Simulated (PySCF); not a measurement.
# Broadened absorption spectrum of SnI2

Species: SnI₂.
SMILES: `[I][Sn][I]`

Computed, not measured: TDDFT CAM-B3LYP/def2-SVPD, vertical, gas phase, core orbitals frozen in the response, def2 core potentials past Kr (PySCF 2.14.0, density-fitted response routines). Geometry: PBE0-D3(BJ)/def2-SVP; no solvent, vibrations or thermal averaging. Spin–orbit coupling is left out.

Broadening: Gaussians 0.4 eV wide at half height, area fixed by f = 4.319×10⁻⁹ ∫ε dν̃. The width is an assumption, not a result. The curve ends short of the highest state used, and states not computed would add to its high-energy end.

(E (eV), ε (L mol⁻¹ cm⁻¹)): (2.26, 1), (2.32, 2), (2.37, 5), (2.42, 12), (2.48, 28), (2.53, 52), (2.58, 89), (2.64, 150), (2.69, 212), (2.74, 274), (2.80, 333), (2.85, 356), (2.91, 344), (2.96, 304), (3.01, 248), (3.07, 178), (3.12, 135), (3.17, 119), (3.23, 160), (3.28, 264), (3.33, 454), (3.39, 813), (3.44, 1211), (3.49, 1659), (3.55, 2161), (3.60, 2452), (3.65, 2558), (3.71, 2415), (3.76, 2115), (3.81, 1734), (3.87, 1286), (3.92, 987), (3.98, 745), (4.03, 623), (4.08, 542), (4.14, 463), (4.19, 395), (4.24, 324), (4.30, 254), (4.35, 232), (4.40, 279), (4.46, 491), (4.51, 871), (4.56, 1501)

Problem. Where are the band maxima, and which computed states make them?

Solution. 433 nm (2.86 eV), ε about 360, made up of S1 (100%); 340 nm (3.65 eV), ε about 2600, made up of S3 (99%) (ε in L mol⁻¹ cm⁻¹; maxima over ε = 5, shares over 10%). At its high-energy end, 4.56 eV, the curve is still rising (ε about 1500, from S8). The states used: S1 2.86 eV (f 0.0053); S2 3.08 eV (f 0.0000); S3 3.65 eV (f 0.038); S4 4.04 eV (f 0.0045); S5 4.17 eV (f 0.0025); S6 4.63 eV (f 0.0000); S7 4.79 eV (f 0.0008); S8 4.86 eV (f 0.108); S9 5.01 eV (f 0.0000); S10 5.16 eV (f 0.0045).

Problem. Does any computed singlet lie in the visible range?

Solution. 2 computed singlets (S1 to S2) lie in the visible range (380 to 750 nm), the largest f among them at 433 nm, f = 0.0053; light of that wavelength is violet to blue, and its complementary colour is yellow-green to yellow; a Tamm–Dancoff triplet lies at 558 nm, without intensity as long as spin–orbit coupling is left out.

Problem. Coming from long wavelengths, where does ε first pass 100 L mol⁻¹ cm⁻¹?

Solution. At about 478 nm (2.59 eV), 0.27 eV below S1.

Problem. What would ε be at 3.65 eV, the highest of these maxima, with half the width (0.2 eV)?

Solution. About 5070 L mol⁻¹ cm⁻¹ against 2560, a factor of about 1.98; a lone state at its own centre would give exactly 2.

The vertical ionisation energy (ΔSCF) is 9.19 eV, 4.03 eV above S10.
